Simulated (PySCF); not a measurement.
# SrSe⁺: frontier orbitals

PBE0 at R = 2.764 Å; basis Sr def2-SVP with ECP28, Se def2-SVP; scalar-relativistic core potentials; PySCF 2.14. State: ²Π (doublet), unpaired electrons π ↑. Only the outer orbitals are listed, counted within each symmetry, core potentials removing the inner ones.

```
spin  orbital  occ.  ε (eV)  on Sr (%)            main shells (%)
   α       7σ     1  -50.40        100                   100 Sr s
   α       4π     1  -30.93        100                   100 Sr p
   α       4π     1  -30.84        100                   100 Sr p
   α       8σ     1  -30.71         98                    98 Sr p
   α       9σ     1  -21.83          4                    96 Se s
   α       5π     1  -11.72          8                    92 Se p
   α      10σ     1  -11.29         22   76 Se p, 11 Sr s, 9 Sr d
   α       5π     1  -10.61         11            88 Se p, 9 Sr d
   α      11σ     0   -6.86         97            81 Sr s, 9 Sr d
   α       2δ     0   -5.42        100                    98 Sr d
   α       2δ     0   -5.41        100                   100 Sr d
   β       7σ     1  -50.39        100                   100 Sr s
   β       4π     1  -30.91        100                   100 Sr p
   β       4π     1  -30.85        100                   100 Sr p
   β       8σ     1  -30.70         99                    99 Sr p
   β       9σ     1  -20.65          5                    94 Se s
   β      10σ     1  -10.92         25  73 Se p, 12 Sr s, 10 Sr d
   β       5π     1  -10.23         14           86 Se p, 11 Sr d
   β       5π     0   -7.98         21           78 Se p, 17 Sr d
   β      11σ     0   -6.84         96    79 Sr s, 9 Sr d, 8 Sr p
   β       2δ     0   -5.40        100                   100 Sr d
```

**Question.** Which are the highest filled and the lowest empty level, where do they sit, and how wide is the gap?

**Answer.** Highest filled β 5π at -10.23 eV (in %: 86 Se p, 11 Sr d); lowest empty β 5π at -7.98 eV (in %: 78 Se p, 17 Sr d); the gap at PBE0 is 2.25 eV. Both belong to one degenerate shell, split only by its one-sided filling, so this is no excitation gap.

The bond order (Mayer) is 1.39, the ⟨S²⟩ is 0.754 and the charge on Sr (Mulliken, basis-dependent) is 1.14. The charge on Sr (Löwdin, basis-dependent) is 0.90 and the dipole moment (positive dipole points towards Se; it is taken about the centre of mass and depends on that origin) is -11.25 D. The polarisability along the bond is 84.1 bohr³ and the polarisability across the bond is 33.0 bohr³.

Spin–orbit coupling is left out. The state was picked by a PBE0 search and need not be the measured ground state.
